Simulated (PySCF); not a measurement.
PySCF input file for Br2Hf, SMILES [Br][Hf][Br], multiplicity 1, PBE-D3(BJ)/def2-SVP. Coordinates come from a PBE-D3(BJ)/def2-SVP optimisation. The spin state was assumed, not searched. The def2 effective core potentials stand for the cores of Hf; spin–orbit coupling is left out.

```python
import numpy as np
from pyscf import gto, scf, dft, df
from pyscf.hessian import thermo

mol = gto.M(
    atom='''
    Hf   -0.00000000    0.00000000   -0.28325233
    Br    0.00000000    2.41246878    0.29134525
    Br    0.00000000   -2.41246878    0.29134525
    ''',
    basis='def2-SVP',
    ecp={'Hf': 'def2-svp'},
    charge=0,
    spin=0,
    max_memory=1600,
    verbose=3,
)
mf = dft.RKS(mol, xc='pbe').density_fit(auxbasis='def2-universal-jkfit')
mf.disp = 'd3bj'
mf.grids.level = 3
mf.conv_tol = 1e-11
mf.max_cycle = 100
mf.kernel()

# [left out here: the lines that compute and print the analytic Hessian (its translational invariance restored by hand, since the grid's response is missing), thermochemistry and intensities]
```

Program output:

```
converged SCF energy = -5195.01922178256

WARN: DFTD3 does not support analytical Hessian, using finite difference


WARN: Mole.unit (angstrom) is changed to Bohr

Mode                                 0                   1                   2
Irrep
Freq [cm^-1]                       30.7895            224.6517            267.9167
Reduced mass [au]                 103.8847             82.3817            107.0143
Force const [Dyne/A]                0.0580              2.4496              4.5258
Char temp [K]                      44.2992            323.2238            385.4724
Normal mode                   x     y     z       x     y     z       x     y     z
       0  Hf                 0.00 -0.00 -0.05   -0.00 -0.00  0.02    0.00 -0.05 -0.00
       1  Br                -0.00 -0.03  0.05   -0.00 -0.07 -0.02   -0.00  0.06  0.01
       2  Br                 0.00  0.03  0.05   -0.00  0.07 -0.02    0.00  0.06 -0.01
temperature 298.1500 [K]
pressure 101325.00 [Pa]
Rotational constants [GHz] 18.15418 0.54337 0.52758
Symmetry number 2
Zero-point energy (ZPE) 0.00119 [Eh]   3130.375 [J/mol]
                           tot       elec      trans        rot        vib
Entropy [J/mol/K]       333.870      0.000    181.380    113.542     38.948
Cv [J/mol/K]             48.035      0.000     12.472     12.472     23.092
Cp [J/mol/K]             56.350      0.000     20.786     12.472     23.092
Internal energy [J/mol]                      3718.434   3718.434   8015.642
Internal energy [Eh]   -5195.01334  -5195.01922
Enthalpy [J/mol]                             6197.391   3718.434   8015.642
Enthalpy [Eh]          -5195.01239
Gibbs free energy [J/mol]                  -47881.067 -30134.046  -3596.687
Gibbs free energy [Eh] -5195.05031
mode   freq/cm-1   IR/(km/mol)
   1       30.79         0.267
   2      224.65         1.224
   3      267.92        55.202
max |gradient| / (hartree/bohr): 5.2230561689769925e-05
APT charges: [ 0.8673 -0.4337 -0.4337]
```

The run converged.

Cost: about 50 core-seconds (a rough figure).
